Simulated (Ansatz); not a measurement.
```yaml
crystal:
  periodic: [false, false, false]
  atoms:
    - {symbol: F, position_ang: [-2.262353, -1.642437, -4.637952]}
    - {symbol: C, position_ang: [-1.097538, 0.604269, -4.292245]}
    - {symbol: F, position_ang: [0.093112, 1.216917, -6.472635]}
    - {symbol: C, position_ang: [0.863142, 0.400349, -2.236940]}
    - {symbol: O, position_ang: [-0.474745, 0.023999, 0.060055]}
    - {symbol: C, position_ang: [0.944201, -0.345528, 2.136982]}
    - {symbol: F, position_ang: [2.370667, -2.458821, 1.937223]}
    - {symbol: F, position_ang: [2.570811, 1.574755, 2.534009]}
    - {symbol: C, position_ang: [-0.833625, -0.648665, 4.406888]}
    - {symbol: F, position_ang: [-2.149968, 1.497940, 4.733245]}
    - {symbol: F, position_ang: [0.550644, -1.078118, 6.489328]}
    - {symbol: H, position_ang: [-2.543595, 2.027690, -3.892120]}
    - {symbol: H, position_ang: [2.109704, -1.195044, -2.644426]}
    - {symbol: H, position_ang: [1.956401, 2.149614, -2.166002]}
    - {symbol: H, position_ang: [-2.138246, -2.222727, 4.099960]}
basis:
  gaussian: {orbitals: cc-pVDZ}
hamiltonian: {xc: {name: HF}}
```

```sh
$ ansatz run in.yaml --threads 4 --pin off --events-out ev --progress --plain --max-ram 66560MiB --backend cpu
```

It prints (some lines left out):

```
Functional definition: HF
1622 factors; integrals over basis functions are off by at most 1.4e-3 eV
mean field evaluation 1: about -22318.2200 eV, gradient 1.3e2 eV
mean field evaluation 2: about -22318.2810 eV, gradient 1.3e2 eV
mean field evaluation 4: about -21837.9321 eV, gradient 3.6e2 eV
mean field evaluation 8: about -22334.4671 eV, gradient 1.1e2 eV
mean field evaluation 16: about -22383.3221 eV, gradient 1.1e0 eV
mean field evaluation 64: about -22383.2850 eV, gradient 2.0e-1 eV
mean field evaluation 96: about -22383.2913 eV, gradient 1.9e-1 eV
mean field evaluation 128: about -22383.0002 eV, gradient 1.2e0 eV
mean field evaluation 160: about -22383.0346 eV, gradient 2.3e-1 eV
mean field evaluation 288: about -22383.3678 eV, gradient 7.9e-1 eV
mean field -22383.37902691 eV, -822.5740072396 hartree, gradient 1.2e-5 eV, S^2 0.000000; 2 other end points of the search recorded, 0 dependent functions left out
reference -22383.37902691 eV, -822.5740072396 hartree; 45, 45 occupied and 129, 129 virtual orbitals, 1622 factors
Total energy: -22383.37902691 eV, -822.5740072396 hartree
```

Something in this input is off. What?

The coordinates are in bohr but typed as ångström. The run converged. The result belongs to that input, not to the molecule as meant.
